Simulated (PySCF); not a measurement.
## C₆ coefficients of unlike pairs at r2SCANh

Calculated with PySCF 2.14 from the dipole response of each species, C₆(A,B) = (3/π) ∫ α_A(iu) α_B(iu) du, in atomic units, from isotropic polarisabilities. For ions this is the dispersion term alone; charge-induced terms of lower order in 1/R come first.

```tsv
species	configuration	basis	relativity	α (bohr³)	C₆ (like pair)
Cl²⁺	[Ne] 3s2 3p3 (4S)	aug-cc-pV(Q+d)Z with one added diffuse shell each of s, p, d, f, g type (8s7p6d4f3g)	none	5.891	21.47
Xe²⁺	[Kr] 4d10 5s2 5p4 (3P)	def2-QZVPPD with the def2 core potential (28 electrons) (8s7p5d4f1g)	core potential	12.68	93.25
O	[He] 2s2 2p4 (3P)	aug-cc-pwCVDZ (5s4p2d)	none	4.572	13.76
Cl⁺	[Ne] 3s2 3p4 (3P)	dyall-av2z (13s9p2d)	none	8.550	42.52
```

Question: Estimate C₆ for Cl⁺ with Xe²⁺.

Answer: The integral gives 62.83. The combination rule 2 C_A C_B / (C_A α_B/α_A + C_B α_A/α_B) gives 62.97 and the geometric mean 62.97.

No spin-orbit coupling is included.

The other pairs:

```tsv
pair	C₆
O, Cl²⁺	17.14
Cl⁺, Cl²⁺	30.18
O, Xe²⁺	35.70
Xe²⁺, Cl²⁺	44.70
Cl⁺, O	24.03
```
